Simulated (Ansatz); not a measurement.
Born–Oppenheimer molecular dynamics of AlF₃H₂O (7 atoms, charge 0, multiplicity 1). It starts at the highest image of a converged band, a first-order saddle point between two minima.

Level of theory: RHF/def2-SVP in Ansatz.

```
ensemble                      : NVE (velocity Verlet)
time step                     : 0.5 fs
steps asked                   : 200
starting velocities drawn for : 300 K
seed                          : 8830
```

First frame:

```xyz
7
Properties=species:S:1:pos:R:3
Al 0.021 -0.280 -0.092
F 0.026 -0.101 1.761
F 1.440 0.249 -0.720
F -1.388 0.263 -0.736
O -0.010 -1.925 0.575
H -0.383 -2.767 0.377
H -0.027 -1.160 1.633
```

How far do the bonds stretch over the last three quarters of this one trajectory? (Pairs bonded in most of those frames.)


| bond | mean (Å) | spread (Å) | shortest | longest |
| --- | --- | --- | --- | --- |
| Al1–F2 | 2.058 | 0.075 | 1.90 | 2.14 |
| Al1–F3 | 1.647 | 0.011 | 1.63 | 1.66 |
| Al1–F4 | 1.644 | 0.018 | 1.62 | 1.67 |
| Al1–O5 | 1.697 | 0.013 | 1.68 | 1.73 |
| F2–H7 | 0.923 | 0.022 | 0.89 | 0.97 |
| O5–H6 | 0.942 | 0.015 | 0.92 | 0.97 |

Mean temperature of the second half: 275 K. The conserved energy stayed within 0.15 meV per atom of its start (net change -0.029 meV per atom), so the integration is sound. A run of 0.1 ps of so small a system gives no equilibrium averages. The orbitals stay closed-shell, which can raise the energy where a bond breaks towards radicals; this wasn't checked here.

The run took 3.3 min on 1 thread of Arm Neoverse V2 (shared host), peak memory 0.14 GiB.
